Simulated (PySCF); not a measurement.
Compound: C9H11N.
SMILES with atom numbers: `[CH2:1]=[CH:2][C@@H:3]([CH3:4])[c:5]1[cH:6][cH:7][n:8][cH:9][cH:10]1` (hydrogens: H11, H12 on C1; H13 on C2; H14 on C3; H15, H16, H17 on C4; H18 on C6; H19 on C7; H20 on C9; H21 on C10)

Computed, not measured: PBE0-D3(BJ)/def2-SVP geometry optimisation, gas phase (PySCF).

(1) What internal coordinates does the optimisation give?

## Answers

(1) 
```json
{"bond": "C1=C2", "length (bohr)": "2.518"}
{"bond": "C2–C3", "length (bohr)": "2.845"}
{"bond": "C3–C4", "length (bohr)": "2.894"}
{"bond": "C3–C5", "length (bohr)": "2.862"}
{"bond": "C5–C6, C5–C10", "length (bohr)": "2.641"}
{"bond": "C6–C7, C9–C10", "length (bohr)": "2.634"}
{"bond": "C7–N8, N8–C9", "length (bohr)": "2.514"}
{"bond": "C1–H11", "length (bohr)": "2.065"}
{"bond": "C1–H12", "length (bohr)": "2.069"}
{"bond": "C2–H13", "length (bohr)": "2.075"}
{"bond": "C3–H14", "length (bohr)": "2.083"}
{"bond": "C4–H15, C4–H16, C4–H17", "length (bohr)": "2.079"}
{"bond": "C6–H18, C10–H21", "length (bohr)": "2.065"}
{"bond": "C7–H19, C9–H20", "length (bohr)": "2.072"}
```

Bonds in one row agree within 0.02 bohr and their mean is given. A selection of angles:
```json
{"angle": "C1–C2–C3", "degrees": "124.9"}
{"angle": "C2–C3–C4", "degrees": "111.3"}
{"angle": "C2–C3–C5", "degrees": "110.3"}
{"angle": "C4–C3–C5", "degrees": "111.8"}
{"angle": "C3–C5–C6", "degrees": "122.0"}
{"angle": "C6–C5–C10", "degrees": "116.8"}
{"angle": "C5–C6–C7", "degrees": "119.3"}
{"angle": "C6–C7–N8", "degrees": "123.8"}
{"angle": "C7–N8–C9", "degrees": "117.1"}
```

Torsions: C1–C2–C3–C4 117° (anticlinal); C2–C3–C5–C6 -67° (synclinal).

The 8 C–C bonds span 1.333 Å (C1=C2, drawn double) to 1.531 Å (C3–C4, drawn single), a spread of 0.198 Å. The 6-membered ring C5–C6–C7–N8–C9–C10 has internal angles of 116.8° to 123.8° (sum 720°, against 720° for a flat polygon); it is planar, 0.00 Å rms from its mean plane, widest ring torsion 0°. Of the pairs four or more bonds apart, H14···H21 is among the closest relative to their van der Waals radii: 2.33 Å, 97 % of the sum of Bondi's values.

Point group: C1 (no symmetry element, even within 0.4 Å). Not checked by PBE0-D3(BJ)/def2-SVP frequencies. One conformer, not necessarily the lowest.

Rough CPU time on one thread of a shared machine: about 8 min. This is the geometry optimisation.
